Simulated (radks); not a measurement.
Question: Calculated with a radial shooting solver on a logarithmic mesh with Libxc functionals: scalar-relativistic Kohn-Sham, exchange-only LDA, spin-unpolarised, spherical densities, finite nucleus; Fermi nuclear charge, rms radius of each element as measured or else 0.836 A^(1/3) + 0.57 fm. Response by self-consistent Sternheimer equations with the Hartree and adiabatic exchange-only LDA kernel, the relativistic mass of each level held fixed and spin-orbit coupling left out. Estimate the static dipole polarisabilities of Si4+ ([Ne]) and Mg2+ ([Ne]) and the C6 coefficients of the three pairs.

Answer: alpha = 0.1728 and 0.5229 bohr^3; C6 = 0.1294 (Si4+-Si4+), 0.2767 (Si4+-Mg2+), 0.6379 (Mg2+-Mg2+) hartree bohr^6.
